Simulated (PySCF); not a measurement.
**Two-dimensional NMR puzzle**

Compound of formula C$_{8}$H$_{10}$FP. Correlations simulated from computed shifts and the bond graph:

HSQC (one-bond C–H):
```
  δH     δC
6.73  140.0
6.71  136.8
5.20   91.2
0.88   12.0
0.87    5.7
0.59    5.7
```

COSY cross peaks (H two or three bonds apart, from the bond graph; peaks can be absent where the dihedral angle is near 90°):
```
  δH    δH
6.73  6.71
6.73  5.20
0.88  0.87
0.88  0.59
0.87  0.59
```

HMBC (two and three bonds, from the bond graph):
```
  δH                        δC
6.73        140.0, 136.8, 91.2
6.71  140.0, 136.8, 91.2, 12.0
5.20              140.0, 136.8
0.88                136.8, 5.7
0.87                 12.0, 5.7
0.59                 12.0, 5.7
```

- shielding tensors at PBE0/pcSseg-1 (GIAO)
- coordinates at the GFN2-xTB level
- run in PySCF 2.14.0 with density-fitted response routines
- equivalent nuclei averaged, relativity neglected, one conformer, in vacuum

Shifts are taken against calculated references (same method and geometry level): TMS for $^{1}$H and $^{13}$C.

Exchangeable hydrogens are left out of these lists.

Problem. Assemble the structure.

Solution. `FC1C=CP(C2CC2)C=C1`.

Atom-mapped SMILES (the numbers label the heavy atoms): `[F:1][CH:2]1[CH:3]=[CH:4][P:5]([CH:6]2[CH2:7][CH2:8]2)[CH:9]=[CH:10]1` (H(Xn): hydrogen on atom n). Ha(C7), Ha(C8) are cis to P5 on the ring; Hb(C7), Hb(C8) are trans to P5 on the ring.

- δC 140.0 is C3/C10, an alkene CH (δH 6.73).
- δC 136.8 is C4/C9, an alkene CH (δH 6.71).
- δC 91.2 is C2, an allylic sp3 CH bonded to F (δH 5.20).
- δC 12.0 is C6, a three-membered-ring carbon (δH 0.88).
- δC 5.7 is C7/C8, a three-membered-ring carbon (δH 0.59, 0.87).
- COSY links 6.73–6.71, 6.73–5.20, 0.88–0.87, 0.88–0.59, 0.87–0.59.

The data come from this structure; uniqueness wasn't tested.

Shifts are as computed. Against solution values, carbons near 30 ppm lie about +3 ppm off and those near 130 ppm about +5 ppm. Of 1211 compounds with measured shifts, 218 miss one by over three times the rms of a fit or turn the order of signals round; such compounds aren't used in these exercises.
